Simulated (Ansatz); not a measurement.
C₃H₆OSi, SMILES [SiH3][C@@H]1C=CO1.

Geometry: PBE-D3(BJ)/def2-SVP. The structure was generated by enumeration; whether it is a known compound was not checked.

Two levels are set side by side: PBE/def2-TZVPD (Ansatz, an electronic-structure program) and CAM-B3LYP/def2-TZVPD (Ansatz). Energy differences of separate SCF runs at the same geometry; the states with an electron removed or added have multiplicity 2 and 2. Differences are taken from unrounded values.

```tsv
quantity	CAM-B3LYP
vertical ionisation energy (eV)	8.96
vertical singlet–triplet gap (eV)	3.86
```

What does PBE give, and how far is it from CAM-B3LYP? (The exact figures need the calculation; the answer reports its results.)


```
quantity                            PBE  PBE minus CAM-B3LYP
---------------------------------  ----  -------------------
vertical ionisation energy (eV)    8.84                -0.12
vertical singlet–triplet gap (eV)  3.94                 0.08
```
